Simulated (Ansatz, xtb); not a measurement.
# Ranking isomers of C5H5FO

3 gas-phase structures of C5H5FO, from a drawn sample of its isomers (lower ones may exist). Each was relaxed with GFN2-xTB:

A. `C#C[C@@H]1CO[C@H]1F`, a singlet
B. `C#C[C@@H]1CO[C@@H]1F`, a singlet
C. `C#CC1(F)COC1`, a singlet

Estimate their order in r2SCAN-D4/def2-SVP//GFN2-xTB energy at these geometries, lowest first.

Calculated order at r2SCAN-D4/def2-SVP//GFN2-xTB: A (0.0), B (0.4), C (11.8) kcal/mol. Less than 1 kcal/mol parts A and B, so the order within that pair means little.

Energies above the lowest of each column, in kcal/mol; the last columns are at r2SCAN-D4/def2-SVP geometries:

| structure | GFN2-xTB | HF/STO-3G | r2SCAN-D4/def2-SVP//GFN2-xTB | r2SCAN-D4/def2-SVP | CCSD(T)/def2-SVP + ΔMP2/def2-TZVPP |
| --- | --- | --- | --- | --- | --- |
| A | 0.0 | 0.0 | 0.0 | 0.0 | 0.0 |
| B | 1.5 | 0.5 | 0.4 | 0.3 | 0.7 |
| C | 7.2 | 5.9 | 11.8 | 11.8 | 10.6 |

Every level run on A puts it lowest or level with the lowest. ΔMP2 is the change of the MP2 energy from the smaller to the larger basis.

Programs: Ansatz 0.2.0, xtb 6.7.1.
